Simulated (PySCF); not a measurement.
PySCF input for CH₆GeOSi, SMILES C[O][Ge][SiH3] (connectivity only; charge and spin as stated), neutral, multiplicity 1, IEF-PCM-PBE0/def2-SVP. Coordinates come from a B3LYP-D3(BJ)/def2-SVP optimisation. The structure was generated by enumeration; whether it is a known compound was not checked. The values are those of a single conformer.

```python
import numpy as np
from pyscf import gto, scf, dft
from pyscf.solvent import pcm

mol = gto.M(
    atom='''
    Ge    0.94561082    0.15521167    0.00000000
    O    -0.20851278    1.52361377   -0.00000000
    C    -1.61258953    1.59904446   -0.00000000
    H    -2.09677510    0.60523287   -0.00000000
    H    -1.95593217    2.15099639    0.89216818
    H    -1.95593217    2.15099638   -0.89216818
    Si   -0.69957075   -1.78449569    0.00000000
    H    -1.59153621   -1.80230859   -1.20590907
    H    -1.59153622   -1.80230859    1.20590906
    H     0.06979573   -3.06961901   -0.00000001
    ''',
    basis='def2-SVP',
    charge=0,
    spin=0,
    max_memory=1600,
    verbose=3,
)
mf = dft.RKS(mol, xc='pbe0').density_fit(auxbasis='def2-universal-jkfit')
mf.grids.level = 3
mf.conv_tol = 1e-9
mf.max_cycle = 100
mf.kernel()
res = {}
for name, eps in {'water': 78.355, 'diethylether': 4.24, 'methanol': 32.613}.items():
    s = mf.PCM()
    s.with_solvent.method, s.with_solvent.eps, s.with_solvent.lebedev_order = 'IEF-PCM', eps, 29
    s.kernel(mf.make_rdm1())
    res[name] = (s.e_tot, eps, s.dip_moment(), s.mo_energy, s.converged)
    print(f'{name}: electrostatic solvation free energy {(s.e_tot - mf.e_tot) * 627.509474:.3f} kcal/mol')
```

Program output:

```
converged SCF energy = -2482.45679519633

WARN: PCM is an experimental feature. It is still in testing.
Features and APIs may be changed in the future.

converged SCF energy = -2482.46082105432
Dipole moment(X, Y, Z, Debye): -0.83548,  0.37280,  0.00000
water: electrostatic solvation free energy -2.526 kcal/mol

WARN: PCM is an experimental feature. It is still in testing.
Features and APIs may be changed in the future.

converged SCF energy = -2482.45946039112
Dipole moment(X, Y, Z, Debye): -0.76948,  0.41046,  0.00000
diethylether: electrostatic solvation free energy -1.672 kcal/mol

WARN: PCM is an experimental feature. It is still in testing.
Features and APIs may be changed in the future.

converged SCF energy = -2482.46069454574
Dipole moment(X, Y, Z, Debye): -0.82906,  0.37730,  0.00000
methanol: electrostatic solvation free energy -2.447 kcal/mol
```

The run converged.
